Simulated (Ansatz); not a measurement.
Cost and result for the atomization energy of CH7NSiTe (`N[SiH2]C[TeH]`) (11 atoms, 10 bonds).

```xyz
11

N    -0.713    0.830    1.725
Si    0.270   -0.024    0.608
C    -0.206    0.137   -1.198
Te    1.120   -1.027   -2.424
H    -1.631    0.505    1.980
H    -0.619    1.822    1.861
H     0.187   -1.468    0.955
H     1.658    0.482    0.747
H    -1.232   -0.169   -1.402
H    -0.075    1.167   -1.538
H     1.242   -2.256   -1.314
```

Total charge 0; spin multiplicity 1. Correlated methods include outer-core shells of Te, which these sets cover unevenly. Te: def2 effective core potential. The structure was optimised at the PBE0-D4/def2-TZVP level. It is one conformer, not always the lowest. Program: Ansatz. All runs use 4 threads of an Arm Neoverse V2 on a shared host. Times are those of one run each, without the atoms' runs, and a repeat can differ threefold. Electronic energies, without spin–orbit coupling; frozen cores. CCSD(T)/CBS adds CCSD(T) − MP2 in def2-TZVPP to the MP2 limit, and its time is that of the two runs behind it. T1 = 0.011. With those shells the extrapolation isn't a true limit.

CCSD(T)/CBS is a level of theory with its own doubt, some kJ/mol a heavy atom from the limit and from the frozen cores, so smaller differences don't rank the functionals.

```tsv
level	functions	wall time	atomization (kcal/mol)	difference from CCSD(T)/CBS	per bond
LDA (SPW92)/def2-TZVPP	252	1.4 s	959.7	109.0	10.9
revPBE-D4/def2-TZVPP	252	2.2 s	835.4	-15.3	-1.5
BLYP-D4/def2-TZVPP	252	2.2 s	843.9	-6.8	-0.7
PBE-D4/def2-TZVPP (with forces)	252	2.7 s	853.5	2.8	0.3
CAM-B3LYP-D4/def2-TZVPP	252	3.7 s	848.4	-2.3	-0.2
BHLYP-D4/def2-TZVPP	252	4.4 s	826.5	-24.2	-2.4
r2SCANh-D4/def2-TZVPP	252	5.5 s	837.7	-13.0	-1.3
B2PLYP/def2-TZVPP	252	6 s	834.5	-16.2	-1.6
CCSD(T)/def2-SVP	107	6.5 s	780.3	-70.4	-7.0
ωB97M-V/def2-TZVPP (with forces)	252	12 s	846.2	-4.5	-0.4
MP2/def2-QZVPP	476	20 s	842.4	-8.3	-0.8
CCSD(T)/def2-TZVPP	252	3.4 min	823.3	-27.4	-2.7
CCSD(T)/CBS(def2)	–	3.8 min	850.7	0.0	0.0
```

From PBE to PBE0 (25 % exact exchange), in def2-TZVPP and without D4, the atomization energy moves by −10.9 kcal/mol: exact exchange takes away binding that semilocal exchange gives to molecules. At CCSD(T), def2-SVP lies −70.4 kcal/mol from the extrapolated value and def2-TZVPP −27.4 kcal/mol: correlation converges slowly with the basis, and small sets miss more of it in the bonded molecule than in its fragments. In def2-TZVPP, CCSD(T) changes the Hartree–Fock value by +224.8 kcal/mol (the triples alone add +12.2 kcal/mol) and MP2 by +227.6 kcal/mol; breaking electron pairs costs correlation energy, which Hartree–Fock lacks.

Spin–orbit coupling would lower the free Te atoms strongly, and the atomization energy with them, by more than many differences here.
